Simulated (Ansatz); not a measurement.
Z-matrix (Å, degrees):
```
C
C 1 1.488
H 1 1.092 2 109.2
H 1 1.093 2 109.0 3 116.7
H 1 1.088 2 112.1 3 -121.9
O 2 1.272 1 115.7 3 -54.3
C 2 1.392 1 122.0 3 123.4
B 6 1.550 2 121.2 1 -168.8
C 7 1.392 2 118.3 1 -168.2
H 7 1.079 2 120.5 1 1.6
C 8 1.590 6 108.3 2 -147.0
O 8 1.550 6 105.5 2 -31.2
C 8 1.600 6 108.2 2 84.4
C 9 1.488 7 122.0 2 168.2
H 11 1.095 8 112.4 6 57.0
H 11 1.094 8 111.0 6 -63.5
H 11 1.094 8 111.1 6 177.4
H 13 1.097 8 113.2 6 -56.9
H 13 1.094 8 110.8 6 63.7
H 13 1.094 8 110.8 6 -177.6
H 14 1.088 9 112.1 7 -1.4
H 14 1.093 9 109.0 7 120.0
H 14 1.092 9 109.2 7 -123.3
```

Total charge 0; spin multiplicity 1.

(1) List the PBE0/def2-TZVPP orbital energies in eV (Ansatz). (An estimate is asked.)

Results:

(1) Ansatz gave: Occupied: -523.39, -523.39, -281.12, -281.12, -278.62, -278.62, -278.26, -276.39, -276.26, -184.21, -30.56, -29.67, -22.85, -21.67, -20.49, -19.16, -18.08, -17.15, -16.52, -15.18, -14.45, -13.47, -12.79, -12.62, -12.51, -11.92, -11.49, -11.44, -10.81, -10.78, -10.43, -10.04, -9.68, -9.64, -8.82, -8.63, -8.20, -6.74. Lowest empty: -1.82, 0.94, 1.50, 1.55, 1.87, 2.21, 2.69, 2.97.
